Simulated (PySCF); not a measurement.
Level of theory: B3LYP-D3(BJ)/def2-TZVP // r2SCAN-D4/def2-SVP in PySCF. Gas-phase values, no solvent. One relaxed conformer stands for a flexible species; it need not be the lowest. B3LYP has the VWN-RPA correlation part, as in Gaussian. 

Reference species: [Zr(F)3(OH)] (neutral, multiplicity 1).

| Quantity | Value |
|---|---|
| coordination number | 4 |
| charge on the central atom (Mulliken) | 1.82 e |

Changed species: [Zr(F)4] (0 of 4 F replaced by OH; the reference has 1 of 4 F replaced by OH).

**Question.** What does the change do to the coordination number and charge on the central atom (Mulliken)?

**Answer.** the coordination number stays essentially unchanged; the charge on the central atom (Mulliken) stays essentially unchanged.
